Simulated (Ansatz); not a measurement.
Two isomers of CH7FSiSn: A = `F[CH2][SnH2][SiH3]`, B = `[CH3][SnH2][SiH2]F`.

Program: Ansatz. Geometries: PBE0-D4/def2-TZVP. ΔE: electronic, gas phase. CCSD(T)/CBS is the MP2 limit (def2-TZVPP, def2-QZVPP) plus CCSD(T) − MP2 in def2-TZVPP, frozen cores. DFT in def2-TZVPP. B3LYP here is the variant with VWN-RPA as its local correlation; programs differ in this. def2 core potentials past Kr. For Sn outer-core shells are correlated without core-valence functions, which leaves a few kJ/mol of doubt a bond. Each species was taken in one conformer, which may not be the lowest.

Which is lower in electronic energy at CCSD(T)/CBS, and by how much? (Estimate.)

Ansatz gave: B, by 233.7 kJ/mol.

Give E(B) − E(A) in kJ/mol with MP2/def2-TZVPP, HF/def2-TZVPP, B3LYP-D4, r2SCAN-D4, CCSD(T)/def2-TZVPP, B3LYP, ωB97M-V. (Estimate.)

The calculation gave: MP2/def2-TZVPP -241.4, HF/def2-TZVPP -232.9, B3LYP-D4 -222.3, r2SCAN-D4 -225.3, CCSD(T)/def2-TZVPP -228.6, B3LYP -222.5, ωB97M-V -226.0. None reverses the order clearly.

Largest T1 diagnostic: 0.013.

From PBE to PBE0 (25 % exact exchange), in def2-TZVPP and without D4, E(B) − E(A) moves by −7.5 kJ/mol.
